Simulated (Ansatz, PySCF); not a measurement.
Process, species as SMILES: FC(F)CC(F)(F)F [1,1,1,3,3-pentafluoropropane] -> F[C](F)CC(F)F + F atom (the C-F bond at the site shown breaks; other sites are not compared here)
Structures are relaxed separately at B3LYP-D3(BJ)/def2-TZVP in Ansatz (a first-principles code), one conformer each, not searched for the lowest. Frequencies are from Ansatz or PySCF.

Property: bond dissociation energy (enthalpy at 298 K, with B3LYP-D3(BJ) rigid-rotor harmonic-oscillator terms), in eV. Valence correlation only, unless marked. Open shells are spin-unrestricted. Spin-orbit coupling is left out. Non-relativistic. CBS(X,Y): correlation extrapolated as X^-3; Hartree-Fock from the larger set.

CCSD(T)/CBS(cc-pVTZ,cc-pVQZ) (Ansatz) gives 5.52 eV.

Another calculation gave 4.92 eV. Which level was it?
(A) BHLYP/def2-TZVPD (Ansatz)
(B) wB97M-V/def2-TZVPD (Ansatz)
(C) B3LYP/def2-TZVPD (Ansatz)
(D) B2PLYP/def2-TZVPD (Ansatz)

A, BHLYP/def2-TZVPD (Ansatz). The others give 5.49 (wB97M-V), 5.29 (B2PLYP), 5.17 (B3LYP) eV.
